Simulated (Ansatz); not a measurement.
O₃W, charge -1, doublet, at a GFN2-xTB geometry (such geometries of metal compounds can be far from the true shape) (the multiplicity is a formal guess) (core potentials on W) (a gas-phase anion, which may not be bound at this level); Ansatz (an electronic-structure program) with R2SCAN/def2-SVP.

Input for Ansatz:
Ansatz 0.2 input:
```yaml
crystal:
  periodic: [false, false, false]
  atoms:
    - {symbol: W, position_ang: [0.00000000, 0.00000000, 0.00000000]}
    - {symbol: O, position_ang: [1.54088556, -0.32207064, -0.68740617]}
    - {symbol: O, position_ang: [-0.49883780, -0.83178938, 1.41769966]}
    - {symbol: O, position_ang: [-1.04204776, 1.15386002, -0.73029349]}
basis:
  gaussian:
    orbitals: def2-SVP
hamiltonian:
  xc: r2scan
total_charge: -1
magnetization: {spin_polarized: true, initial_magnetization: 1}
```

It wrote (shortened):

```
Functional definition: r2SCAN
736 factors; their error is unknown
mean field evaluation 1: about -7955.5857 eV, gradient 4.9e1 eV
mean field evaluation 2: about -7833.7075 eV, gradient 1.7e2 eV
mean field evaluation 4: about -7964.5429 eV, gradient 4.7e0 eV
mean field evaluation 8: about -7964.6560 eV, gradient 1.4e-1 eV
mean field evaluation 16: about -7964.6212 eV, gradient 6.9e-5 eV
mean field -7964.62119161 eV, -292.6944301777 hartree, gradient 2.8e-5 eV, S^2 0.758971; 0 other end points of the search recorded, 0 dependent functions left out
reference -7964.62121983 eV, -292.6944312146 hartree; 20, 19 occupied and 54, 55 virtual orbitals, 736 factors
Total energy: -7964.62121983 eV, -292.6944312146 hartree
```
